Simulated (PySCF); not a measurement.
C₂H₃F₅OSi.
Z-matrix (Å and degrees, GFN2-xTB geometry), rows numbered from 1:
```
O 
Si  1  1.6044
C   2  1.9549  1  109.04
F   3  1.3600  2  111.86  1  -162.34
F   3  1.3671  2  110.76  1    80.00
C   3  1.5265  2  112.82  1   -40.24
F   6  1.3440  3  109.83  2    64.05
F   6  1.3305  3  114.98  2  -175.02
F   6  1.3389  3  110.40  2   -53.33
H   1  0.9559  2  128.31  3   -45.22
H   2  1.4487  1  105.07  3  -113.86
H   2  1.4562  1  114.39  3   113.37
```

The closed-shell SCF was solved with PySCF and density fitting under several settings on one GFN2-xTB geometry (grid level 2 and gas phase unless stated).

| settings | basis functions | SCF cycles | E (Eh) | HOMO (eV) | LUMO (eV) | dipole (D) |
| --- | --- | --- | --- | --- | --- | --- |
| PBE0/pcSseg-1 | 175 | 13 | -941.1623 | -9.00 | -0.18 | 2.10 |
| PBE0/def2-SVPD | 226 | 13 | -940.6814 | -9.11 | -0.54 | 2.18 |

Q: Estimate the row for these settings: HCTH407/def2-SVP, energy threshold 1e-08 Eh.

A: 
| settings | basis functions | SCF cycles | E (Eh) | HOMO (eV) | LUMO (eV) | dipole (D) |
| --- | --- | --- | --- | --- | --- | --- |
| HCTH407/def2-SVP, energy threshold 1e-08 Eh | 145 | 11 | -941.2398 | -7.30 | -0.82 | 1.90 |

Q: Over all rows, what range does the HOMO–LUMO gap span?

A: From 6.48 eV (HCTH407/def2-SVP, energy threshold 1e-08 Eh) to 8.82 eV (PBE0/pcSseg-1). The functional of the narrowest has no exact exchange, that of the widest 25 % exact exchange.

Q: And the dipole moment?

A: From 1.90 D (HCTH407/def2-SVP, energy threshold 1e-08 Eh) to 2.18 D (PBE0/def2-SVPD); the largest is 1.15 times the smallest, and the median is 2.10 D.

Q: Compare two rows with the functional PBE0: PBE0/pcSseg-1 and PBE0/def2-SVPD. Which energy is lower, and by how much?

A: PBE0/pcSseg-1 (175 functions) lies 0.4809 Eh or 302 kcal/mol below PBE0/def2-SVPD (226 functions). The smaller set gives the lower energy; the two sets aren't nested, so the variational bound doesn't order them by size.

Cycle counts include a coarse-grid stage where the run had one.

One conformer stands for the species.
